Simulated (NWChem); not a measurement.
## Correlation energy of sulfur trioxide (O3S)

```
S
O 1 1.4693
O 1 1.4693 2 120.00
O 1 1.4693 2 120.00 3 180.00
```
Charge 0, spin multiplicity 1.

Program: NWChem. Structure: optimised with PBE/def2-SVP, a minimum by its harmonic frequencies.

Basis set: STO-3G. Each correlation energy counts from its own Hartree-Fock reference.

The correlated methods keep 8 core orbitals frozen. Coupled-cluster values serve here as a point of comparison, not as the truth.

**Question.** For the correlation energy, MP2 gives -233.3 mHa and SCS-MP2 gives -228.0 mHa. What do CCSD, CCSD+T(CCSD), CCSD(T) give?

**Answer.** CCSD: -231.6 mHa; CCSD+T(CCSD): -264.6 mHa; CCSD(T): -260.5 mHa.
